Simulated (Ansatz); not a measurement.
Total energies of BH$_{5}$O$_{2}$SSi, SMILES `OB(O)S[SiH3]`.

```xyz
10

O    -0.1914    1.7347    0.3502
B    -0.9712    0.8899   -0.3648
O    -2.2041    1.3366   -0.7080
S    -0.4648   -0.8035   -0.9311
Si    1.1664   -1.2437    0.3650
H     0.7105    1.4333    0.4825
H    -2.7423    0.6839   -1.1590
H     1.9297   -2.3536   -0.2505
H     2.0549   -0.0513    0.4912
H     0.7124   -1.6263    1.7243
```

The species carries charge 0 and has multiplicity 1. The structure was optimised at the PBE0-D4/def2-TZVP level. It is one conformer, not always the lowest. Basis def2-TZVPP, the Gaussian-basis code of Ansatz.

RPA on PBE orbitals: Hartree–Fock energy of these orbitals -863.98441 Eh, correlation -1.43469 Eh (frozen core).

```csv
functional,energy without D4 (Eh),D4 term (kJ/mol)
LDA (SPW92),-862.34025,–
PBE,-865.71967,-23.0
revPBE,-866.05061,-67.5
BLYP,-866.19710,-50.6
B3LYP,-866.29159,-37.4
r2SCAN0,-866.07366,-6.5
HSE06 (plane-wave form),-865.76671,-18.2
BHLYP,-866.16034,-29.4
ωB97M-V,-866.14507,–
PBE-QIDH,-865.59770,–
```

**Question.** Give the same for r2SCAN, B97M-V, PBE0, r2SCANh, CAM-B3LYP, LC-ωPBE, ωB97X-V, B2PLYP. (An estimate is asked.)

**Answer.** Ansatz gave: 
| functional | energy without D4 (Eh) | D4 term (kJ/mol) |
| --- | --- | --- |
| r2SCAN | -866.10494 | -5.5 |
| B97M-V | -866.03883 | – |
| PBE0 | -865.78919 | -19.5 |
| r2SCANh | -866.09194 | -5.9 |
| CAM-B3LYP | -866.19943 | -19.9 |
| LC-ωPBE | -865.93302 | – |
| ωB97X-V | -866.08348 | – |
| B2PLYP | -865.87739 | – |

B3LYP takes the VWN-RPA correlation (the form of Gaussian; ORCA's B3LYP/G). HSE06 is the plane-wave form, built on full-range PBE exchange. The double hybrids freeze the cores in their second-order part.

LC-ωPBE has ω = 0.4 bohr⁻¹.
